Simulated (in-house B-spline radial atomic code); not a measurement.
Configurations of C+, with energies counted from [He] 2s2 2p1. Method: Dirac-Hartree-Fock, average of configuration, Fermi nucleus of rms radius 2.4702 fm. Calculated with an all-electron radial atomic-structure program (B-spline basis). Energies include first-order Breit, QED and recoil terms.

Occupations are held fixed; configurations that lie above the ionisation limit could autoionise.

```tsv
configuration	E - E(ref) (eV)	highest orbital	its <r> (bohr)
[He] 2s2 3p1	16.305	3p3/2	4.867
[He] 2s2 3d1	17.827	3d5/2	4.999
[He] 2s2 4s1	19.255	4s1/2	8.592
[He] 2s2 5s1	21.202	5s1/2	14.42
[He] 2s2 5f1	21.864	5f7/2	15.73
[He] 2s2 6s1	22.162	6s1/2	21.75
[He] 2s2 6p1	22.352	6p3/2	23.69
[He] 2s1 2p1 3d1	24.439	3d5/2	4.988
[He] 2s1 2p1 4d1	27.172	4d5/2	10.14
[He] 2s1 2p1 5d1	28.437	5d5/2	16.8
[He] 2s1 2p1 5g1	28.486	5g9/2	13.75
```

(1) Order these further configurations by energy, lowest first.
A. [He] 2s2 6g1
B. [He] 2s2 6f1
C. [He] 2s2 6d1
D. [He] 2s2 4f1
E. [He] 2s1 2p1 5f1

(2) How far above the reference does [He] 2s2 5g1 lie?

(3) How far above the reference does [He] 2s1 2p1 6f1 lie?

(4) How far above the reference does [He] 2s2 3s1 lie?

(5) One of these lies 8.036 eV from the reference. Which?
A. [He] 2s2 5d1
B. [He] 2s1 2p2
C. [He] 2s1 2p1 6g1

Results:

(1) D (20.639 eV), C (22.502 eV), B (22.53 eV), A (22.531 eV), E (28.484 eV).

(2) 21.866 eV; its least bound orbital is 5g9/2 with <r> = 13.75 bohr.

(3) 29.15 eV; its least bound orbital is 6f7/2 with <r> = 23.97 bohr.

(4) 14.233 eV; its least bound orbital is 3s1/2 with <r> = 4.259 bohr.

(5) B.
